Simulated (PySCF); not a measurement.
Compound: C5H6F2.
SMILES: `FCC1=CC[C@@H]1F`

Torsions of this conformer, `[F:1][CH2:2][C:3]1=[CH:4][CH2:5][C@@H:6]1[F:7]`: F1–C2–C3–C4 -109°.

The closed-shell ground state was solved at several levels (PySCF, density fitting, gas phase, non-relativistic). Isolated species at its GFN2-xTB geometry (one conformer only).

```
        level  basis functions  HOMO (eV)  LUMO (eV)  gap (eV)  dipole (D)
PBE0/pcSseg-1              149      -7.95      -0.51      7.44        2.12
  B3LYP/pcJ-1              249      -7.70      -0.72      6.98        2.13
```

Q: What might wB97X-D/def2-SVPD (194 basis functions) give for the same quantities?

A: HOMO -9.85 eV, LUMO 1.22 eV, gap 11.07 eV, dipole 2.26 D.

Q: Over all these levels, which gives the widest orbital gap and which the narrowest?

A: wB97X-D/def2-SVPD (range-separated hybrid) has the widest, 11.07 eV, and B3LYP/pcJ-1 (global hybrid, 20 % exact exchange) the narrowest, 6.98 eV. Functional and basis both differ between the two, so the spread mixes both effects.

Q: How far do the dipole and the HOMO energy spread over the levels?

A: The dipole runs from 2.12 to 2.26 D (mean 2.17 D) and the HOMO from -9.85 to -7.70 eV.
